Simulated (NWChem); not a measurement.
A series in which one site is exchanged, each optimised at PBE0/def2-SVP with NWChem, gas phase unless a solvent is named. For some, no frequency run checked for a minimum. def2 effective core potentials on In; no spin-orbit coupling.

A: BS (BH₃S; site = B)
B: [SH][GaH2] (GaH$_{3}$S; site = Ga)
C: [AlH2][SH] (AlH3S; site = Al)
D: [SH][InH2] (InH3S; site = In)

Rank them by orbital gap (eV), PBE0/def2-SVP, lowest first.

D (5.64), B (6.21), C (6.40), A (7.26)
